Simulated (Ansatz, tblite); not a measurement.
Removing and adding an electron: the cluster Sn3H2 (the lowest singlet isomer of a short search). The state is a singlet with charge 0. Geometry: PBE-D4/def2-SVP. Ansatz, gas phase; energy differences of separate SCF runs; the oxidised species was run as a doublet alone; the reduced species was run as a doublet alone.

| atom | x (Å) | y (Å) | z (Å) |
| --- | --- | --- | --- |
| Sn1 | -1.343 | -1.199 | 0.594 |
| Sn2 | -0.385 | 1.415 | 1.201 |
| Sn3 | 0.959 | -0.118 | -1.004 |
| H4 | -0.268 | -1.825 | -0.811 |
| H5 | 1.037 | 1.727 | 0.019 |

In the def2 sets Sn takes a core potential; there is no spin–orbit coupling. The xTB rows come from tblite. The structure comes from a short search, and lower isomers may exist.

```json
{"level": "GFN1-xTB", "−HOMO (eV)": "9.13", "vertical IE (eV)": "11.92", "−LUMO (eV)": "7.12", "vertical EA (eV)": "4.20", "HOMO–LUMO gap (eV)": "2.02", "IE − EA (eV)": "7.72", "remarks": "–"}
{"level": "GFN2-xTB", "−HOMO (eV)": "8.64", "vertical IE (eV)": "11.54", "−LUMO (eV)": "7.00", "vertical EA (eV)": "4.04", "HOMO–LUMO gap (eV)": "1.64", "IE − EA (eV)": "7.51", "remarks": "–"}
{"level": "PBE-D4/def2-TZVP", "−HOMO (eV)": "4.96", "vertical IE (eV)": "7.26", "−LUMO (eV)": "2.91", "vertical EA (eV)": "–", "HOMO–LUMO gap (eV)": "2.05", "IE − EA (eV)": "–", "remarks": "–"}
{"level": "PBE-D4/def2-TZVPD", "−HOMO (eV)": "4.98", "vertical IE (eV)": "–", "−LUMO (eV)": "2.94", "vertical EA (eV)": "0.92", "HOMO–LUMO gap (eV)": "2.05", "IE − EA (eV)": "–", "remarks": "HOMO above zero (-1 doublet)"}
{"level": "r2SCAN-D4/def2-TZVP", "−HOMO (eV)": "5.16", "vertical IE (eV)": "7.29", "−LUMO (eV)": "2.92", "vertical EA (eV)": "–", "HOMO–LUMO gap (eV)": "2.24", "IE − EA (eV)": "–", "remarks": "–"}
{"level": "r2SCAN-D4/def2-TZVPD", "−HOMO (eV)": "5.17", "vertical IE (eV)": "–", "−LUMO (eV)": "2.94", "vertical EA (eV)": "1.08", "HOMO–LUMO gap (eV)": "2.24", "IE − EA (eV)": "–", "remarks": "HOMO above zero (-1 doublet), spin-contaminated (⟨S²⟩ 0.91) (-1 doublet)"}
{"level": "PBE0-D4/def2-TZVP", "−HOMO (eV)": "5.61", "vertical IE (eV)": "7.22", "−LUMO (eV)": "2.35", "vertical EA (eV)": "–", "HOMO–LUMO gap (eV)": "3.25", "IE − EA (eV)": "–", "remarks": "–"}
{"level": "PBE0-D4/def2-TZVPD", "−HOMO (eV)": "5.63", "vertical IE (eV)": "–", "−LUMO (eV)": "2.37", "vertical EA (eV)": "1.02", "HOMO–LUMO gap (eV)": "3.25", "IE − EA (eV)": "–", "remarks": "HOMO above zero (-1 doublet), spin-contaminated (⟨S²⟩ 0.87) (-1 doublet)"}
```

   A HOMO above zero means that the electron is unbound at that level or that self-interaction error raises the level; the energy of removing that electron tells which. Raw xTB energy differences between charge states are shifted by several eV; the methods need an empirical correction for them.
